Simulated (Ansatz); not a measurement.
```yaml
crystal:
  periodic: [false, false, false]
  atoms:
    - {symbol: F, position_ang: [0.457708, -2.713216, 0.060595]}
    - {symbol: Ga, position_ang: [0.673967, -1.093772, 0.654417]}
    - {symbol: F, position_ang: [1.694227, -0.776135, 2.025608]}
    - {symbol: O, position_ang: [-0.624625, 1.393674, -0.353907]}
    - {symbol: Ga, position_ang: [-0.674625, 1.093674, -0.653907]}
    - {symbol: F, position_ang: [-0.457184, 2.713494, -0.061547]}
    - {symbol: F, position_ang: [-1.693309, 0.775821, -2.026219]}
    - {symbol: O, position_ang: [0.937938, 0.074056, -0.842994]}
    - {symbol: H, position_ang: [-1.150004, 0.307879, 1.700195]}
    - {symbol: H, position_ang: [1.149801, -0.307718, -1.699676]}
basis:
  gaussian: {orbitals: ANO-RCC-VTZP}
hamiltonian: {xc: {name: BHLYP}}
scf: {lower_state_search: full}
```

```sh
$ ansatz run in.yaml --threads 2 --pin off --events-out ev --progress --plain --max-ram 22528MiB --backend cuda --devices 0, --max-vram 18GiB
```

Shortened log:

```
Functional definition: BHLYP
2756 factors; their error is unknown
mean field evaluation 1: about -119957.6344 eV, gradient 1.5e2 eV
mean field evaluation 2: about -119908.9698 eV, gradient 2.1e2 eV
mean field evaluation 4: about -119977.9400 eV, gradient 1.6e1 eV
mean field evaluation 8: about -119978.4884 eV, gradient 5.2e-1 eV
mean field evaluation 16: about -119979.9065 eV, gradient 1.2e0 eV
mean field -119979.90716164 eV, -4409.1802628883 hartree, gradient 4.9e-5 eV, S^2 0.000000; 4 other end points of the search recorded, 0 dependent functions left out
reference -119979.90741983 eV, -4409.1802723766 hartree; 58, 58 occupied and 236, 236 virtual orbitals, 2756 factors
Total energy: -119979.90741983 eV, -4409.1802723766 hartree
Relativity: scalar
```

Something in this input is off. What?

One atom was put on top of another. The run converged. The result belongs to that input, not to the molecule as meant.
